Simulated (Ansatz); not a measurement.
Compare A (`B[AsH]C[SiH3]`) with its isomer B (`[SiH3]CB[AsH2]`).

Program: Ansatz. Geometries: PBE0-D4/def2-TZVP. ΔE: electronic, gas phase. CBS: MP2 limit from def2 TZ/QZ plus the TZ coupled-cluster correction, frozen cores. Functionals use def2-TZVPP. B3LYP here is the variant with VWN-RPA as its local correlation; programs differ in this. For As outer-core shells are correlated without core-valence functions, which leaves a few kJ/mol of doubt a bond. Scalar relativity is left out up to krypton. One conformer a species, not always the lowest.

A:

Z-matrix (Å, degrees):
```
C
As 1 1.971
Si 1 1.868 2 111.9
H 1 1.091 2 108.3 3 124.3
H 1 1.093 2 105.9 3 -120.6
B 2 1.972 1 104.6 3 61.0
H 2 1.515 1 100.9 3 -43.2
H 3 1.488 1 108.9 2 -60.6
H 3 1.491 1 112.2 2 178.7
H 3 1.487 1 109.7 2 58.1
H 6 1.195 2 119.3 1 39.7
H 6 1.193 2 119.4 1 -150.6
```

B:

```xyz
12

Si    0.9599    1.3770   -0.7160
C    -0.6081    0.7197    0.1191
B    -0.2261   -0.5541    0.8910
As   -0.1177   -2.3704    0.0333
H     1.4319    0.4150   -1.7451
H     0.6567    2.6765   -1.3713
H     2.0426    1.5837    0.2804
H    -1.3277    0.5761   -0.6924
H    -0.9409    1.5343    0.7704
H     0.2184   -0.4734    2.0009
H    -1.4057   -2.3259   -0.7668
H    -0.6833   -3.1585    1.1965
```

Question: Which isomer does CCSD(T)/CBS put lower? Give the gap. (An estimate is asked.)

Answer: The calculation gave: B, by 11.4 kcal/mol.

Question: Give E(B) − E(A) in kcal/mol with PBE0-D4, B3LYP-D4, B3LYP, CCSD(T)/def2-TZVPP, PBE-D4, B2PLYP, CCSD/def2-TZVPP. (Estimate.)

Answer: The calculation gave: PBE0-D4 -12.8, B3LYP-D4 -12.2, B3LYP -12.7, CCSD(T)/def2-TZVPP -11.2, PBE-D4 -12.7, B2PLYP -11.9, CCSD/def2-TZVPP -11.5. None reverses the order clearly.

Largest T1 diagnostic: 0.014.
